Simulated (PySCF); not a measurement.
**How methods differ on the excitation energy of Hg**

Hg [Xe] 4f14 5d10 6s2 (1S) → Hg [Xe] 4f14 5d10 6s1 6p1 (3P), as a difference of total energies. Calculation: PySCF 2.14, in aug-cc-pwCVTZ-PP with ECP60MDF; a scalar-relativistic core potential. Correlated levels: valence: 5s2 5p6 frozen; valence and next inner shell: nothing frozen outside the core potential. The calculations carry no spin-orbit coupling.

| method | excitation energy (eV) |
| --- | --- |
| UHF | 3.682 |
| LDA | 5.608 |
| PBE | 5.335 |
| PBE0 | 5.031 |
| r2SCAN | 5.133 |
| wB97M-V | 4.888 |
| HSE06 | 5.057 |
| wB97X-V | 4.981 |
| MP2 (valence) | 5.363 |
| SCS-MP2 (valence) | 5.400 |
| MP2 (valence and next inner shell) | 5.497 |
| SCS-MP2 (valence and next inner shell) | 5.487 |

Task: How much does correlation contribute at MP2 (valence and next inner shell)?

Result: 5.497 − (3.682) = 1.815 eV, measured against UHF.
